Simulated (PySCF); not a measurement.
# Computed records: BFO

All values are calculated (PySCF 2.14.0). Calculation on a computer-drawn molecule: vertical ionisation energy to the stated ion spin, frozen-core CCSD(T) at the basis limit and cheaper methods, single-reference cases, UHF for radicals, no spin-orbit; all values are single points at the evaluated structure, the first of each entry, which is the reference or a displaced copy of it and isn't optimised; the reference structure only sets the zero of the energies above reference; triples share is (T) over the correlation energy.

Common to all runs: charge 0; multiplicity 1; ion multiplicity 2; diffuse functions no; basis cc-pVnZ; reference is the Hartree-Fock double-zeta minimum; best is HF at quadruple zeta + MP2 correlation extrapolated from triple and quadruple zeta + CCSD(T) minus MP2 at triple zeta; basis step is the size of the change from the same recipe one zeta lower.

(1) BFO

Evaluated structure:
```xyz
3
BFO
O     -0.2677    -0.3259    -1.9769
B      0.3799    -0.1546    -2.9848
F      1.1439     0.2807    -4.0024
```

Reference structure:
```xyz
3
BFO
O     -0.2598    -0.4274    -2.0353
B      0.4432    -0.1228    -2.9431
F      1.2014     0.2057    -3.9221
```

It finds ionisation energy best 13.79 eV; ionisation energy basis step 0.07875 eV; energy above reference best 2.795 kcal/mol; energy above reference basis step 0.7827 kcal/mol; ionisation energy Koopmans at triple zeta 14.38 eV; ionisation energy EOM CCSD at triple zeta 13.58 eV; total energy HF triple zeta -199.1470 hartree; total energy CCSD(T) triple zeta -199.7391 hartree; total energy best -199.8377 hartree; T1 diagnostic at triple zeta 0.0166; D1 diagnostic at triple zeta 0.04302; ion T1 diagnostic at triple zeta 0.02213; ion D1 diagnostic at triple zeta 0.09085; ion spin squared at triple zeta 0.7558; triples share at triple zeta 0.03699; basis functions triple zeta 90; dipole magnitude HF at triple zeta 2.182 debye; dipole magnitude CCSD unrelaxed at triple zeta 1.806 debye; dipole magnitude PBE at triple zeta 1.801 debye; dipole magnitude r2SCAN at triple zeta 1.893 debye; dipole magnitude B3LYP at triple zeta 1.881 debye; dipole magnitude wB97X at triple zeta 1.959 debye.

Drawn bonds:
| atom | other atom | order |
| --- | --- | --- |
| 1 | 2 | 2 |
| 2 | 3 | 1 |

Triple zeta:
| method | ionisation energy (eV) | energy above reference (kcal/mol) |
| --- | --- | --- |
| HF | 11.84 | 5.817 |
| PBE | 13.48 | 1.459 |
| r2SCAN | 13.41 | 2.743 |
| B3LYP | 13.57 | 2.787 |
| wB97X | 13.48 | 2.889 |
| MP2 | 13.88 | 1.927 |
| CCSD | 13.45 | 2.869 |
| CCSD(T) | 13.57 | 2.227 |

(2) BFO

Evaluated structure:
```xyz
3
BFO
O     -0.2677    -0.3259    -1.9769
B      0.3799    -0.1546    -2.9848
F      1.1467     0.2823    -4.0062
```

Reference structure:
```xyz
3
BFO
O     -0.2598    -0.4274    -2.0353
B      0.4432    -0.1228    -2.9431
F      1.2014     0.2057    -3.9221
```

Results for BFO: ionisation energy best 13.8 eV; ionisation energy basis step 0.07903 eV; energy above reference best 3.109 kcal/mol; energy above reference basis step 0.818 kcal/mol; ionisation energy Koopmans at triple zeta 14.39 eV; ionisation energy EOM CCSD at triple zeta 13.6 eV; total energy HF triple zeta -199.1462 hartree; total energy CCSD(T) triple zeta -199.7387 hartree; total energy best -199.8372 hartree; T1 diagnostic at triple zeta 0.01664; D1 diagnostic at triple zeta 0.04311; ion T1 diagnostic at triple zeta 0.0223; ion D1 diagnostic at triple zeta 0.09182; ion spin squared at triple zeta 0.7558; triples share at triple zeta 0.03704; basis functions triple zeta 90; dipole magnitude HF at triple zeta 2.16 debye; dipole magnitude CCSD unrelaxed at triple zeta 1.786 debye; dipole magnitude PBE at triple zeta 1.782 debye; dipole magnitude r2SCAN at triple zeta 1.873 debye; dipole magnitude B3LYP at triple zeta 1.86 debye; dipole magnitude wB97X at triple zeta 1.938 debye.

Drawn bonds:
| atom | other atom | order |
| --- | --- | --- |
| 1 | 2 | 2 |
| 2 | 3 | 1 |

Triple zeta:
| method | ionisation energy (eV) | energy above reference (kcal/mol) |
| --- | --- | --- |
| HF | 11.85 | 6.263 |
| PBE | 13.49 | 1.709 |
| r2SCAN | 13.42 | 3.059 |
| B3LYP | 13.58 | 3.093 |
| wB97X | 13.5 | 3.195 |
| MP2 | 13.9 | 2.212 |
| CCSD | 13.47 | 3.188 |
| CCSD(T) | 13.58 | 2.521 |

(3) BFO

The structure is that of entry 2.

It finds ionisation energy best 13.8 eV; ionisation energy basis step 0.07903 eV; energy above reference best 3.109 kcal/mol; energy above reference basis step 0.818 kcal/mol; ionisation energy Koopmans at triple zeta 14.39 eV; ionisation energy EOM CCSD at triple zeta 13.6 eV; total energy HF triple zeta -199.1462 hartree; total energy CCSD(T) triple zeta -199.7387 hartree; total energy best -199.8372 hartree; T1 diagnostic at triple zeta 0.01664; D1 diagnostic at triple zeta 0.04311; ion T1 diagnostic at triple zeta 0.0223; ion D1 diagnostic at triple zeta 0.09182; ion spin squared at triple zeta 0.7558; triples share at triple zeta 0.03704; basis functions triple zeta 90; dipole magnitude HF at triple zeta 2.16 debye; dipole magnitude CCSD unrelaxed at triple zeta 1.786 debye; dipole magnitude PBE at triple zeta 1.782 debye; dipole magnitude r2SCAN at triple zeta 1.873 debye; dipole magnitude B3LYP at triple zeta 1.86 debye; dipole magnitude wB97X at triple zeta 1.938 debye.

Drawn bonds:
| atom | other atom | order |
| --- | --- | --- |
| 1 | 2 | 2 |
| 2 | 3 | 1 |

Triple zeta:
| method | ionisation energy (eV) | energy above reference (kcal/mol) |
| --- | --- | --- |
| HF | 11.85 | 6.263 |
| PBE | 13.49 | 1.709 |
| r2SCAN | 13.42 | 3.059 |
| B3LYP | 13.58 | 3.093 |
| wB97X | 13.5 | 3.195 |
| MP2 | 13.9 | 2.212 |
| CCSD | 13.47 | 3.188 |
| CCSD(T) | 13.58 | 2.521 |

(4) BFO

Evaluated structure:
```xyz
3
BFO
O     -0.2677    -0.3259    -1.9769
B      0.3799    -0.1546    -2.9848
F      1.3165     0.3791    -4.2325
```

Reference structure:
```xyz
3
BFO
O     -0.2598    -0.4274    -2.0353
B      0.4432    -0.1228    -2.9431
F      1.2014     0.2057    -3.9221
```

It finds ionisation energy best 14.47 eV; ionisation energy basis step 0.1074 eV; energy above reference best 41.77 kcal/mol; energy above reference basis step 2.104 kcal/mol; ionisation energy Koopmans at triple zeta 15.15 eV; ionisation energy EOM CCSD at triple zeta 14.3 eV; total energy HF triple zeta -199.0712 hartree; total energy CCSD(T) triple zeta -199.6772 hartree; total energy best -199.7756 hartree; T1 diagnostic at triple zeta 0.01911; D1 diagnostic at triple zeta 0.04758; ion T1 diagnostic at triple zeta 0.03347; ion D1 diagnostic at triple zeta 0.1544; ion spin squared at triple zeta 0.7562; triples share at triple zeta 0.04003; basis functions triple zeta 90; dipole magnitude HF at triple zeta 1.084 debye; dipole magnitude CCSD unrelaxed at triple zeta 0.8004 debye; dipole magnitude PBE at triple zeta 0.8046 debye; dipole magnitude r2SCAN at triple zeta 0.8643 debye; dipole magnitude B3LYP at triple zeta 0.8631 debye; dipole magnitude wB97X at triple zeta 0.9104 debye.

Drawn bonds:
| atom | other atom | order |
| --- | --- | --- |
| 1 | 2 | 2 |
| 2 | 3 | 1 |

Triple zeta:
| method | ionisation energy (eV) | energy above reference (kcal/mol) |
| --- | --- | --- |
| HF | 12.55 | 53.34 |
| PBE | 13.81 | 37.32 |
| r2SCAN | 13.9 | 42.12 |
| B3LYP | 14.13 | 41.68 |
| wB97X | 14.17 | 42.15 |
| MP2 | 14.65 | 40.58 |
| CCSD | 14.14 | 43.21 |
| CCSD(T) | 14.24 | 41.09 |

(5) BFO

Evaluated structure:
```xyz
3
BFO
O     -0.2426    -0.4270    -2.0379
B      0.4010    -0.1593    -2.8725
F      1.1463     0.1867    -3.8668
```

Reference structure:
```xyz
3
BFO
O     -0.2598    -0.4274    -2.0353
B      0.4432    -0.1228    -2.9431
F      1.2014     0.2057    -3.9221
```

Results for BFO: ionisation energy best 14.6 eV; ionisation energy basis step 0.0815 eV; energy above reference best 19.17 kcal/mol; energy above reference basis step 1.25 kcal/mol; ionisation energy Koopmans at triple zeta 15.25 eV; ionisation energy EOM CCSD at triple zeta 14.4 eV; total energy HF triple zeta -199.1328 hartree; total energy CCSD(T) triple zeta -199.7100 hartree; total energy best -199.8117 hartree; T1 diagnostic at triple zeta 0.01303; D1 diagnostic at triple zeta 0.03159; ion T1 diagnostic at triple zeta 0.02527; ion D1 diagnostic at triple zeta 0.1218; ion spin squared at triple zeta 0.7552; triples share at triple zeta 0.03309; basis functions triple zeta 90; dipole magnitude HF at triple zeta 1.726 debye; dipole magnitude CCSD unrelaxed at triple zeta 1.552 debye; dipole magnitude PBE at triple zeta 1.558 debye; dipole magnitude r2SCAN at triple zeta 1.62 debye; dipole magnitude B3LYP at triple zeta 1.584 debye; dipole magnitude wB97X at triple zeta 1.63 debye.

Drawn bonds:
| atom | other atom | order |
| --- | --- | --- |
| 1 | 2 | 2 |
| 2 | 3 | 1 |

Triple zeta:
| method | ionisation energy (eV) | energy above reference (kcal/mol) |
| --- | --- | --- |
| HF | 12.87 | 14.68 |
| PBE | 14.14 | 21.14 |
| r2SCAN | 14.16 | 19.58 |
| B3LYP | 14.34 | 18.7 |
| wB97X | 14.32 | 18.61 |
| MP2 | 14.68 | 21.31 |
| CCSD | 14.32 | 19.4 |
| CCSD(T) | 14.39 | 20.52 |

(6) BFO

Evaluated structure:
```xyz
3
BFO
O     -0.2584    -0.4036    -2.0617
B      0.4292    -0.1270    -2.9776
F      1.2041     0.2180    -3.9127
```

Reference structure:
```xyz
3
BFO
O     -0.2598    -0.4274    -2.0353
B      0.4432    -0.1228    -2.9431
F      1.2014     0.2057    -3.9221
```

It finds ionisation energy best 13.79 eV; ionisation energy basis step 0.07694 eV; energy above reference best 1.048 kcal/mol; energy above reference basis step 0.2715 kcal/mol; ionisation energy Koopmans at triple zeta 14.38 eV; ionisation energy EOM CCSD at triple zeta 13.58 eV; total energy HF triple zeta -199.1560 hartree; total energy CCSD(T) triple zeta -199.7407 hartree; total energy best -199.8405 hartree; T1 diagnostic at triple zeta 0.01489; D1 diagnostic at triple zeta 0.03741; ion T1 diagnostic at triple zeta 0.01978; ion D1 diagnostic at triple zeta 0.08125; ion spin squared at triple zeta 0.7555; triples share at triple zeta 0.03517; basis functions triple zeta 90; dipole magnitude HF at triple zeta 2.341 debye; dipole magnitude CCSD unrelaxed at triple zeta 2.024 debye; dipole magnitude PBE at triple zeta 2.008 debye; dipole magnitude r2SCAN at triple zeta 2.096 debye; dipole magnitude B3LYP at triple zeta 2.079 debye; dipole magnitude wB97X at triple zeta 2.149 debye.

Drawn bonds:
| atom | other atom | order |
| --- | --- | --- |
| 1 | 2 | 2 |
| 2 | 3 | 1 |

Triple zeta:
| method | ionisation energy (eV) | energy above reference (kcal/mol) |
| --- | --- | --- |
| HF | 11.88 | 0.1382 |
| PBE | 13.51 | 1.505 |
| r2SCAN | 13.44 | 1.09 |
| B3LYP | 13.59 | 1.063 |
| wB97X | 13.5 | 1.054 |
| MP2 | 13.86 | 1.405 |
| CCSD | 13.47 | 1.08 |
| CCSD(T) | 13.58 | 1.282 |

(7) BFO

Evaluated structure:
```xyz
3
BFO
O     -0.2584    -0.4036    -2.0617
B      0.4292    -0.1270    -2.9776
F      1.1194     0.1803    -3.8105
```

Reference structure:
```xyz
3
BFO
O     -0.2598    -0.4274    -2.0353
B      0.4432    -0.1228    -2.9431
F      1.2014     0.2057    -3.9221
```

It finds ionisation energy best 13.3 eV; ionisation energy basis step 0.07607 eV; energy above reference best 23.27 kcal/mol; energy above reference basis step 1.84 kcal/mol; ionisation energy Koopmans at triple zeta 13.88 eV; ionisation energy EOM CCSD at triple zeta 13.06 eV; total energy HF triple zeta -199.1254 hartree; total energy CCSD(T) triple zeta -199.7030 hartree; total energy best -199.8051 hartree; T1 diagnostic at triple zeta 0.0138; D1 diagnostic at triple zeta 0.03464; ion T1 diagnostic at triple zeta 0.01564; ion D1 diagnostic at triple zeta 0.05778; ion spin squared at triple zeta 0.7553; triples share at triple zeta 0.03375; basis functions triple zeta 90; dipole magnitude HF at triple zeta 3.044 debye; dipole magnitude CCSD unrelaxed at triple zeta 2.701 debye; dipole magnitude PBE at triple zeta 2.64 debye; dipole magnitude r2SCAN at triple zeta 2.742 debye; dipole magnitude B3LYP at triple zeta 2.736 debye; dipole magnitude wB97X at triple zeta 2.813 debye.

Drawn bonds:
| atom | other atom | order |
| --- | --- | --- |
| 1 | 2 | 2 |
| 2 | 3 | 1 |

Triple zeta:
| method | ionisation energy (eV) | energy above reference (kcal/mol) |
| --- | --- | --- |
| HF | 11.36 | 19.35 |
| PBE | 13.11 | 26 |
| r2SCAN | 13 | 23.63 |
| B3LYP | 13.12 | 23.9 |
| wB97X | 13.02 | 23.97 |
| MP2 | 13.35 | 25.38 |
| CCSD | 12.96 | 24.04 |
| CCSD(T) | 13.08 | 24.91 |

(8) BFO

Evaluated structure:
```xyz
3
BFO
O     -0.2584    -0.4036    -2.0617
B      0.4292    -0.1270    -2.9776
F      1.2440     0.2358    -3.9608
```

Reference structure:
```xyz
3
BFO
O     -0.2598    -0.4274    -2.0353
B      0.4432    -0.1228    -2.9431
F      1.2014     0.2057    -3.9221
```

The calculation gives: ionisation energy best 14 eV; ionisation energy basis step 0.07974 eV; energy above reference best 1.671 kcal/mol; energy above reference basis step 0.2657 kcal/mol; ionisation energy Koopmans at triple zeta 14.6 eV; ionisation energy EOM CCSD at triple zeta 13.79 eV; total energy HF triple zeta -199.1525 hartree; total energy CCSD(T) triple zeta -199.7403 hartree; total energy best -199.8395 hartree; T1 diagnostic at triple zeta 0.0154; D1 diagnostic at triple zeta 0.03858; ion T1 diagnostic at triple zeta 0.02214; ion D1 diagnostic at triple zeta 0.0947; ion spin squared at triple zeta 0.7555; triples share at triple zeta 0.03581; basis functions triple zeta 90; dipole magnitude HF at triple zeta 2.033 debye; dipole magnitude CCSD unrelaxed at triple zeta 1.732 debye; dipole magnitude PBE at triple zeta 1.734 debye; dipole magnitude r2SCAN at triple zeta 1.816 debye; dipole magnitude B3LYP at triple zeta 1.793 debye; dipole magnitude wB97X at triple zeta 1.859 debye.

Drawn bonds:
| atom | other atom | order |
| --- | --- | --- |
| 1 | 2 | 2 |
| 2 | 3 | 1 |

Triple zeta:
| method | ionisation energy (eV) | energy above reference (kcal/mol) |
| --- | --- | --- |
| HF | 12.1 | 2.35 |
| PBE | 13.66 | 1.227 |
| r2SCAN | 13.61 | 1.69 |
| B3LYP | 13.77 | 1.502 |
| wB97X | 13.7 | 1.481 |
| MP2 | 14.08 | 1.525 |
| CCSD | 13.67 | 1.637 |
| CCSD(T) | 13.78 | 1.534 |

(9) BFO

Evaluated structure:
```xyz
3
BFO
O     -0.2584    -0.4036    -2.0617
B      0.4292    -0.1270    -2.9776
F      1.2974     0.2595    -4.0253
```

Reference structure:
```xyz
3
BFO
O     -0.2598    -0.4274    -2.0353
B      0.4432    -0.1228    -2.9431
F      1.2014     0.2057    -3.9221
```

Drawn bonds:
| atom | other atom | order |
| --- | --- | --- |
| 1 | 2 | 2 |
| 2 | 3 | 1 |

(10) BFO

Evaluated structure:
```xyz
3
BFO
O     -0.2584    -0.4036    -2.0617
B      0.4292    -0.1270    -2.9776
F      1.3127     0.2664    -4.0438
```

Reference structure:
```xyz
3
BFO
O     -0.2598    -0.4274    -2.0353
B      0.4432    -0.1228    -2.9431
F      1.2014     0.2057    -3.9221
```

Drawn bonds:
| atom | other atom | order |
| --- | --- | --- |
| 1 | 2 | 2 |
| 2 | 3 | 1 |

Q: BFO (entry 9): dipole magnitude B3LYP at triple zeta?
A: 1.437 debye

Q: What D1 diagnostic at triple zeta does the calculation give for BFO (entry 9)?
A: 0.03998

Q: What total energy CCSD(T) triple zeta does the calculation give for BFO (entry 9)?
A: -199.7299 hartree

Q: Give the missing energy above reference basis step for BFO (entry 10).
A: 0.9589 kcal/mol

Q: Give the missing dipole magnitude r2SCAN at triple zeta for BFO (entry 10).
A: 1.366 debye

Q: BFO (entry 10): dipole magnitude HF at triple zeta?
A: 1.54 debye

Further results for BFO (entry 9):

- ionisation energy best: 14.24 eV
- ionisation energy basis step: 0.08589 eV
- energy above reference best: 8.465 kcal/mol
- energy above reference basis step: 0.827 kcal/mol
- ionisation energy Koopmans at triple zeta: 14.85 eV
- ionisation energy EOM CCSD at triple zeta: 14.04 eV
- total energy HF triple zeta: -199.1381 hartree
- total energy best: -199.8287 hartree
- T1 diagnostic at triple zeta: 0.0161
- ion T1 diagnostic at triple zeta: 0.0257
- ion D1 diagnostic at triple zeta: 0.1151
- ion spin squared at triple zeta: 0.7555
- triples share at triple zeta: 0.03664
- basis functions triple zeta: 90
- dipole magnitude HF at triple zeta: 1.646 debye
- dipole magnitude CCSD unrelaxed at triple zeta: 1.369 debye
- dipole magnitude PBE at triple zeta: 1.392 debye
- dipole magnitude r2SCAN at triple zeta: 1.463 debye
- dipole magnitude wB97X at triple zeta: 1.496 debye

Triple zeta:
| method | ionisation energy (eV) | energy above reference (kcal/mol) |
| --- | --- | --- |
| HF | 12.36 | 11.39 |
| PBE | 13.81 | 6.954 |
| r2SCAN | 13.8 | 8.535 |
| B3LYP | 13.98 | 8.139 |
| wB97X | 13.94 | 8.128 |
| MP2 | 14.34 | 7.913 |
| CCSD | 13.92 | 8.56 |
| CCSD(T) | 14.02 | 8.058 |

Further results for BFO (entry 10):

* ionisation energy best: 14.3 eV
* ionisation energy basis step: 0.08813 eV
* energy above reference best: 11.26 kcal/mol
* ionisation energy Koopmans at triple zeta: 14.92 eV
* ionisation energy EOM CCSD at triple zeta: 14.11 eV
* total energy HF triple zeta: -199.1326 hartree
* total energy CCSD(T) triple zeta: -199.7255 hartree
* total energy best: -199.8243 hartree
* T1 diagnostic at triple zeta: 0.0163
* D1 diagnostic at triple zeta: 0.04034
* ion T1 diagnostic at triple zeta: 0.0268
* ion D1 diagnostic at triple zeta: 0.1214
* ion spin squared at triple zeta: 0.7555
* triples share at triple zeta: 0.03688
* basis functions triple zeta: 90
* dipole magnitude CCSD unrelaxed at triple zeta: 1.271 debye
* dipole magnitude PBE at triple zeta: 1.298 debye
* dipole magnitude B3LYP at triple zeta: 1.34 debye
* dipole magnitude wB97X at triple zeta: 1.396 debye

Triple zeta:
| method | ionisation energy (eV) | energy above reference (kcal/mol) |
| --- | --- | --- |
| HF | 12.42 | 14.85 |
| PBE | 13.84 | 9.467 |
| r2SCAN | 13.85 | 11.35 |
| B3LYP | 14.03 | 10.9 |
| wB97X | 14 | 10.91 |
| MP2 | 14.41 | 10.64 |
| CCSD | 13.98 | 11.43 |
| CCSD(T) | 14.08 | 10.81 |
